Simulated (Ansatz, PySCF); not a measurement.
iodobenzene (C6H5I), singlet, at a GFN2-xTB geometry (core potentials on I). Base run: REVPBE/def2-SVP run with PySCF.

PySCF was given this input:
```python
from pyscf import gto, scf, dft

mol = gto.M(
    atom='''
I     1.549197    0.034203   -0.009534
C    -0.570315   -0.012591    0.003510
C    -1.222061   -1.231706   -0.018792
C    -2.606412   -1.256033   -0.010137
C    -3.325915   -0.073429    0.020467
C    -2.658982    1.139785    0.042540
C    -1.274905    1.176579    0.034158
H    -0.661164   -2.153436   -0.042646
H    -3.120447   -2.205375   -0.027461
H    -4.405149   -0.097256    0.027109
H    -3.214161    2.065521    0.066443
H    -0.754981    2.122171    0.051361
''',
    basis='def2-svp',
    ecp={'I': 'def2-svp'},
    charge=0,
    spin=0,
    verbose=4,
)

mf = dft.RKS(mol)
mf.xc = 'revpbe'
mf.kernel()
```

The same geometry, method and basis name were run in Ansatz (a first-principles code) and PySCF, at each program's defaults and at the settings that a row names. The base is PySCF at its defaults. Differences at the defaults can come from grids, fitting, cores and function types together.

```
code and settings                                                               ΔE vs base (mEh)  basis functions      E (Eh)  SCF cycles  dipole (D)
------------------------------------------------------------------------------  ----------------  ---------------  ----------  ----------  ----------
PySCF, defaults (exact integrals, its default grid, spherical functions)                   0.000              135  -529.15466          15        1.51
Ansatz, defaults (factorised integrals, its default grid, spherical functions)            -0.001              135  -529.15466           -           -
PySCF, density fitting with def2-universal-jkfit                                             [?]              135         [?]          15        1.51
PySCF, fine grid                                                                           0.003              135  -529.15466          15        1.51
Ansatz, high accuracy                                                                      0.003              135  -529.15466           -           -
```

Q: Complete the blanks.

A: 
- PySCF, density fitting with def2-universal-jkfit, ΔE vs base (mEh): -0.088
- PySCF, density fitting with def2-universal-jkfit, E (Eh): -529.15475
